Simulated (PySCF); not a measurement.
**`C#CC(=C)OCC(=O)O`, C6H6O3**

Molfile (atoms numbered from 1):
```
C6H6O3
     RDKit          3D

 15 14  0  0  0  0  0  0  0  0999 V2000
   -1.1781    1.9537    0.1979 C   0  0  0  0  0  0  0  0  0  0  0  0
   -1.1751    0.7529    0.2159 C   0  0  0  0  0  0  0  0  0  0  0  0
   -1.1432   -0.6676    0.2045 C   0  0  0  0  0  0  0  0  0  0  0  0
   -2.0372   -1.3836    0.8867 C   0  0  0  0  0  0  0  0  0  0  0  0
   -0.1926   -1.3062   -0.5564 O   0  0  0  0  0  0  0  0  0  0  0  0
    0.8209   -0.5169   -1.1047 C   0  0  0  0  0  0  0  0  0  0  0  0
    1.7006    0.1365   -0.0483 C   0  0  0  0  0  0  0  0  0  0  0  0
    1.6555   -0.0721    1.1292 O   0  0  0  0  0  0  0  0  0  0  0  0
    2.5623    0.9911   -0.6134 O   0  0  0  0  0  0  0  0  0  0  0  0
   -1.2091    3.0024    0.2138 H   0  0  0  0  0  0  0  0  0  0  0  0
   -2.8037   -0.9009    1.4621 H   0  0  0  0  0  0  0  0  0  0  0  0
   -2.0042   -2.4567    0.8719 H   0  0  0  0  0  0  0  0  0  0  0  0
    1.4431   -1.1923   -1.6998 H   0  0  0  0  0  0  0  0  0  0  0  0
    0.4284    0.2716   -1.7622 H   0  0  0  0  0  0  0  0  0  0  0  0
    3.1280    1.3960    0.0639 H   0  0  0  0  0  0  0  0  0  0  0  0
  1  2  3  0
  2  3  1  0
  3  4  2  0
  3  5  1  0
  5  6  1  0
  6  7  1  0
  7  8  2  0
  7  9  1  0
  1 10  1  0
  4 11  1  0
  4 12  1  0
  6 13  1  0
  6 14  1  0
  9 15  1  0
M  END
```

Method: GIAO B97-2/pcSseg-1 magnetisability, rotational g tensor and spin-rotation constants, non-relativistic, gas phase (PySCF). Geometry: GFN2-xTB.

(1) Give the nuclear spin-rotation constants along the inertial axes (H = +C I·J) beside the isotropic shieldings.

Answers

(1) Rotational constants 2.6599, 1.2932, 1.0843 GHz. A star marks the isotopologue with that one atom substituted, in its own axes.
| atom | isotope | Caa (kHz) | Cbb (kHz) | Ccc (kHz) | mean (kHz) | σ (ppm) |
| --- | --- | --- | --- | --- | --- | --- |
| H10 | 1H | -0.288 | 0.036 | -0.129 | -0.127 | 29.1 |
| H11 | 1H | -0.059 | -0.020 | -0.101 | -0.060 | 26.6 |
| H12 | 1H | -0.250 | 0.106 | -0.126 | -0.090 | 26.5 |
| H13 | 1H | -0.214 | 0.004 | -0.081 | -0.097 | 27.3 |
| H14 | 1H | -0.279 | -0.040 | -0.009 | -0.109 | 26.9 |
| H15 | 1H | -0.133 | -0.142 | -0.008 | -0.094 | 25.7 |
| C1 | 13C* | 0.776 | 0.165 | 0.349 | 0.430 | 97.9 |
| C2 | 13C* | 0.901 | 0.020 | 0.384 | 0.435 | 106.8 |
| C3 | 13C* | 0.785 | 0.624 | 0.258 | 0.556 | 38.5 |
| C4 | 13C* | 0.684 | 0.522 | 0.189 | 0.465 | 78.0 |
| O5 | 17O* | -0.476 | -0.170 | -0.116 | -0.254 | 226.5 |
| C6 | 13C* | 0.467 | 0.300 | 0.257 | 0.341 | 119.6 |
| C7 | 13C* | 1.296 | 0.410 | 0.348 | 0.684 | 13.8 |
| O8 | 17O* | -1.249 | -0.231 | -0.626 | -0.702 | -101.5 |
| O9 | 17O* | -0.379 | -0.226 | -0.341 | -0.315 | 137.5 |

For the geometry as given, no vibrational averaging.
